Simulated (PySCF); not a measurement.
C7H14 (charge +1 and doublet state).
Numbering: `[CH3:1][CH+:2][C:3]([CH3:4])[CH2:5][CH2:6][CH3:7]` (hydrogens: H8, H9, H10 on C1; H11 on C2; H12, H13, H14 on C4; H15, H16 on C5; H17, H18 on C6; H19, H20, H21 on C7)

Structure used (GFN2-xTB), in Å, numbered top down from 1:
```
atom  x, y, z in Å
C1    -2.180    1.832   -0.304
C2    -2.071    0.393   -0.089
C3    -0.917   -0.356    0.038
C4    -1.009   -1.808    0.251
C5     0.420    0.276   -0.039
C6     1.626   -0.631    0.117
C7     2.941    0.124    0.031
H8    -2.780    2.020   -1.201
H9    -1.233    2.355   -0.381
H10   -2.780    2.273    0.500
H11   -3.015   -0.135   -0.020
H12   -0.469   -2.340   -0.537
H13   -2.035   -2.163    0.285
H14   -0.500   -2.090    1.177
H15    0.472    1.076    0.714
H16    0.495    0.812   -0.996
H17    1.609   -1.409   -0.655
H18    1.577   -1.156    1.077
H19    3.023    0.866    0.824
H20    3.775   -0.565    0.129
H21    3.040    0.642   -0.921
```

The hyperfine couplings belong to this conformer and change with its torsions.

Computed, not measured: UKS B3LYP, pcH-1 on C H, non-relativistic, mean-field spin-orbit, GIAO in PySCF 2.14.0. One conformer (not necessarily the lowest) at the GFN2-xTB geometry, without solvent, vibrations or thermal averaging. Couplings are sensitive to structure, and on GFN2-xTB geometries they can be far from those on DFT ones, by a factor of two or more for some ions and for spin on atoms past the first row. Stability of the SCF solution: not tested.

Computed for the main isotopes (class means, splittings of 0.05 mT or more): g = 2.0028; H15/H16 1H +105.8 MHz (3.78 mT); H8/H9/H10 1H +72.3 MHz (2.58 mT); H12/H13/H14 1H +61.6 MHz (2.20 mT); H11 1H -34.1 MHz (1.22 mT); H17/H18 1H +15.7 MHz (0.56 mT); 288 first-order lines, 24.21 mT wide.

(1) What changes when 1H at H17/H18 is replaced by 2H at both sites?

(2) Give position and intensity of the satellites from 13C at C2.

(3) Give position and intensity of the satellites from 13C at C1.

(4) Where do the 13C satellites of C4 appear, and how strong are they?

Answers

(1) Only the nuclear moment changes in this model. The ratio of g factors is 0.85744/5.58569 = 0.1535, so a goes from +15.7 to +2.4 MHz (0.086 mT). The spin goes from 1/2 to 1, so the 1:2:1 triplet becomes a 1:2:3:2:1 quintet. The spectrum then has 480 first-order lines over 23.44 mT.

(2) a = +30.2 MHz, or 1.08 mT in magnitude, and I = 1/2, so to first order each main line has two satellites, at ±0.54 mT. The isotope's abundance is about 1.07 %, shared among 2 lines, so each has 0.54 % of the main line's intensity.

(3) a = -18.7 MHz, or 0.67 mT in magnitude, and I = 1/2, so to first order each main line has two satellites, at ±0.33 mT. The isotope's abundance is about 1.07 %, shared among 2 lines, so each has 0.54 % of the main line's intensity.

(4) a = -14.2 MHz, or 0.51 mT in magnitude, and I = 1/2, so to first order each main line has two satellites, at ±0.25 mT. The isotope's abundance is about 1.07 %, shared among 2 lines, so each has 0.54 % of the main line's intensity.

Class means assume fast exchange of nuclei equivalent by connectivity; if that motion is slow, each nucleus keeps its own coupling. The three 1H nuclei of mean +72.3 MHz run from -0.7 to 110.4 MHz in the frozen geometry. The three 1H nuclei of mean +61.6 MHz run from -1.1 to 93.4 MHz in the frozen geometry.

The SMILES draws the unpaired electron on C3; the largest computed Mulliken spin population is on C2 (0.51 against 0.33).
